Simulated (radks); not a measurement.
Question: Os47+, 29 electrons, occupied as [Ar] 3d10 4s1. All-electron calculation, scalar-relativistic Kohn-Sham, PBEsol, spin-polarised, spherical densities, finite nucleus; open shells are filled with parallel spins first (spin-orbit coupling, left out, can overturn this in heavy ions); Fermi nuclear charge, rms radius 5.4126 fm. Program: a radial shooting solver on a logarithmic mesh with Libxc functionals. Some entries of the table are withheld. Estimate them.

orbital,occ.,eigenvalue (hartree),<r> (bohr),r(max) (bohr)
1s up,1,-2803.033,0.01774,0.01103
1s down,1,-2802.985,0.01774,0.01103
2s up,1,-560.9561,0.07478,0.06335
2s down,1,-560.9249,0.07478,0.06335
2p up,3,-500.3027,0.06711,0.05212
2p down,3,-500.2721,0.06711,0.05212
3s up,1,-193.9167,0.1904,(1)
3s down,1,-193.8597,0.1903,(2)
3p up,3,-175.9888,0.1899,0.1751
3p down,3,-175.9290,0.1898,0.1751
3d up,5,-156.7204,0.1709,0.1418
3d down,5,-156.6691,0.1708,0.1418
4s up,1,-95.58799,0.3758,0.3727
4s down,0,-95.26306,0.3755,0.3724

Answer: 
(1) 3s up r(max) (bohr): 0.1771
(2) 3s down r(max) (bohr): 0.1771
